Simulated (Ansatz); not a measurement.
`C=[N][Ga]([OH])[Cl]` + HBr → `[OH][Ga]([Cl])[Br]` + `C=N` at 600 K and 1 bar (ligand exchange at a Ga–N bond).

Calculated with Ansatz (gas phase, PBE0-D4/def2-TZVP geometries, no zero-point term in ΔE). CCSD(T)/CBS is the MP2 limit (def2-TZVPP, def2-QZVPP) plus CCSD(T) − MP2 in def2-TZVPP, frozen cores. This one scheme is used for every species. For Br, Ga outer-core shells are correlated without core-valence functions, which leaves a few kJ/mol of doubt a bond. Scalar relativity is left out up to krypton. One conformer a species, not always the lowest.

```
              species  CCSD(T)/CBS energy (Eh)  H − E (kJ/mol)  S (J/(mol·K))
`C=[N][Ga]([OH])[Cl]`              -2553.52042           175.6          452.3
                  HBr              -2573.91920            33.5          219.1
 `[OH][Ga]([Cl])[Br]`              -5032.95761            87.1          408.6
                `C=N`                -94.52360           129.6          259.4
```

H − E and S are ideal-gas, rigid-rotor, harmonic terms from PBE0-D4/def2-TZVP, for one conformer and one mirror image of each species. 1 Eh = 2625.50 kJ/mol, R = 8.31446 J/(mol·K).

Task: By hand: ΔE, ΔH, ΔS and ΔG.

Result: ΔE = (-5032.95761) + (-94.52360) − (-2553.52042) − (-2573.91920) = -0.04159 Eh = -109.2 kJ/mol. Δ(H − E) = 87.1 + 129.6 − 175.6 − 33.5 = 7.6, so ΔH = -101.6 kJ/mol. ΔS = 408.6 + 259.4 − 452.3 − 219.1 = -3.4 J/(mol·K). ΔG = -101.6 − 600 × (-3.4)/1000 = -99.6 kJ/mol.

Task: By hand: the equilibrium constant, and the temperature at which ΔG would vanish if ΔH and ΔS stayed fixed.

Result: log₁₀ K = −ΔG/(RT ln 10) = 8.7. ΔG = 0 at ΔH/ΔS = 29882 K, far beyond where these terms or the molecules hold.

The number of gas molecules stays the same, so ΔS is small and ΔH decides. A doubt of 5 kJ/mol in ΔE shifts log₁₀ K by 0.4 here. Other conformers and mirror images would add mixing entropy, several J/(mol·K) or more a flexible species. Modes under 60 cm⁻¹, often nearly free rotors, make the harmonic entropy too high. These are equilibria of isolated gas molecules and say nothing of rates. Largest T1 diagnostic: 0.014 (customary marks: 0.02 for closed shells, 0.045 for open ones).
